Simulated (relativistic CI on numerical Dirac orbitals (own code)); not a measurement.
Ni+ in a cubic cluster: 2p photoemission with charge transfer

Computed with a charge-transfer multiplet model of a cubic metal-ligand cluster with up to one ligand hole, Slater and spin-orbit integrals from Dirac-Coulomb-Breit ions, Slater integrals scaled by 0.8. The ground state mixes d9 with configurations of k ligand holes L, whose averages lie at kΔ + k(k − 1)U_dd/2; a core hole lowers each added d electron by U_cd. 300 K, Lorentzian 0.6 eV and Gaussian 0.8 eV FWHM.

Atomic integrals in eV (Slater integrals scaled, ζ unscaled), ground: F2dd 9.736, F4dd 6.042, zeta_d 0.072; with the core hole: F2dd 9.736, F4dd 6.042, zeta_d 0.103, zeta_core 11.413, F2cd 6.198, G1cd 4.674, G3cd 2.657.

Cluster parameters (eV): Δ = 4.5, U_dd = 8.1, 10Dq = 0.65, 10Dq(ligand) = 0.3, V(eg) = 2.6, V(t2g) = -1.3, final-state hopping factor = 0.9.

```
          Case   n_d    d9  d10L     S
 U_cd = 7.6 eV  9.16  0.84  0.16  0.50
 U_cd = 8.2 eV  9.16  0.84  0.16  0.50
 U_cd = 9.4 eV  9.16  0.84  0.16  0.50
U_cd = 10.6 eV  9.16  0.84  0.16  0.50
U_cd = 11.2 eV  9.16  0.84  0.16  0.50
```

Weights, n_d and S are thermal averages at 300 K. Binding energies count from the first peak over 30 % of the highest in each spectrum, which can be another peak from case to case. The parameters are a model scan and need not match a compound or its usual spin state. Peaks in eV (height, largest 100):
- U_cd = 7.6 eV: 0.0 (100), 5.6 (25), 6.6 (25), 17.2 (49), 22.9 (23)
- U_cd = 8.2 eV: 0.0 (100), 5.8 (28), 6.9 (28), 17.2 (49), 23.2 (26)
- U_cd = 9.4 eV: 0.0 (100), 5.8 (39), 7.8 (33), 17.2 (49), 24.0 (33)
- U_cd = 10.6 eV: 0.0 (100), 6.6 (51), 8.8 (39), 17.1 (49), 24.9 (39)
- U_cd = 11.2 eV: 0.0 (100), 7.2 (58), 9.3 (42), 17.2 (49), 25.5 (43)

For the case U_cd = 9.4 eV, Δ = 4.5 eV is smaller than U_dd = 8.1 eV, the charge-transfer side of the Zaanen-Sawatzky-Allen scheme. With the core hole the configuration with one ligand hole lies at Δ − U_cd = -3.1, -3.7, -4.9, -6.1, -6.7 eV from the one without, in the order of the table; where this is negative the screened configuration lies lower.
